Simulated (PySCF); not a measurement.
A PySCF script (with the pyscf-properties extension) for the NMR shieldings of `BC/C(=C/C)CB(F)F`, C₅H₁₀B₂F₂, on a GFN2-xTB geometry:

```python
import basis_set_exchange as bse
import numpy as np
from pyscf import gto, dft
from pyscf.prop import nmr

atoms = """
B     2.698891   -0.094189   -0.607237
C     1.229581   -0.185136   -1.156502
C     0.130247   -0.214359   -0.134445
C    -0.599486   -1.297677    0.104938
C    -1.712299   -1.389492    1.103990
C    -0.096526    1.093425    0.606341
B    -1.154443    1.935458   -0.203828
F    -0.867772    2.529085   -1.348676
F    -2.418806    2.065327    0.149843
H     3.586262   -0.196116   -1.361786
H     2.921582    0.072084    0.528126
H     1.078568    0.689347   -1.801107
H     1.133459   -1.046270   -1.822947
H    -0.375588   -2.206112   -0.438122
H    -2.316070   -2.273684    0.918316
H    -2.357015   -0.514247    1.057401
H    -1.313637   -1.460688    2.117475
H    -0.436537    0.888357    1.619729
H     0.859786    1.614138    0.661030
"""
names = dict.fromkeys(["B", "C", "F", "H"], "pcSseg-1")
basis = {el: gto.basis.parse(bse.get_basis(n, elements=[el], fmt="nwchem")) for el, n in names.items()}
mol = gto.M(atom=atoms, basis=basis, charge=0, verbose=0)
mf = dft.RKS(mol, xc="PBE0")
mf.grids.level = 2
mf.grids.alignment = dft.numint.BLKSIZE   # the property module wants whole blocks of grid points
mf.conv_tol = 1e-9
mf.kernel()

calc = nmr.RKS(mf)   # GIAO
C = mf.mo_coeff
Co = C[:, mf.mo_occ > 0]
resp = mf.gen_response(singlet=True, hermi=2)
def vind(x):   # induced exchange potential for any number of trial vectors
    d = np.einsum("pi,xij,qj->xpq", C, 2 * x.reshape(-1, C.shape[1], Co.shape[1]), Co, optimize=True)
    return np.einsum("xpq,pi,qj->xij", resp(d - d.transpose(0, 2, 1)), C, Co, optimize=True).ravel()
mo1, _ = nmr.rhf.solve_mo1(calc, with_cphf=vind)
sigma = calc.kernel(mo1)
for i, s in enumerate(sigma):   # ppm
    w = np.linalg.eigvalsh((s + s.T) / 2)
    print("%2d %-2s iso %8.1f  s11 %8.1f  s22 %8.1f  s33 %8.1f" % (i, mol.atom_pure_symbol(i), w.mean(), *w))
```

**Question.** What does it print?

**Answer.** 
```
 0 B  iso      8.7  s11    -69.7  s22    -33.3  s33    129.2
 1 C  iso    138.4  s11    106.9  s22    149.2  s33    159.1
 2 C  iso     44.7  s11    -68.3  s22     54.8  s33    147.6
 3 C  iso     60.9  s11    -43.5  s22     81.0  s33    145.2
 4 C  iso    171.2  s11    158.5  s22    169.7  s33    185.4
 5 C  iso    165.1  s11    150.8  s22    167.1  s33    177.4
 6 B  iso     74.8  s11     54.0  s22     79.4  s33     91.0
 7 F  iso    246.1  s11     76.6  s22    301.8  s33    359.8
 8 F  iso    243.7  s11     76.6  s22    303.1  s33    351.3
 9 H  iso     23.7  s11     16.3  s22     26.7  s33     28.0
10 H  iso     23.7  s11     14.3  s22     27.6  s33     29.2
11 H  iso     29.2  s11     23.2  s22     30.7  s33     33.6
12 H  iso     28.9  s11     24.0  s22     29.2  s33     33.5
13 H  iso     26.2  s11     23.3  s22     25.7  s33     29.5
14 H  iso     30.0  s11     25.8  s22     27.9  s33     36.4
15 H  iso     29.8  s11     24.5  s22     30.5  s33     34.3
16 H  iso     29.9  s11     25.6  s22     27.9  s33     36.1
17 H  iso     29.4  s11     26.1  s22     28.6  s33     33.6
18 H  iso     30.0  s11     26.8  s22     28.2  s33     34.9
```

These numbers come from an equivalent density-fitted implementation of the same equations, which agrees with the script to about 0.01 ppm for H and up to a few tenths of a ppm for heavy atoms, so last digits may differ.

Size and cost of the density-fitted run: 203 basis functions, 2.6 min wall time (2.2 min CPU) on 1 thread of an Intel Xeon, shared host; peak memory 0.83 GiB.
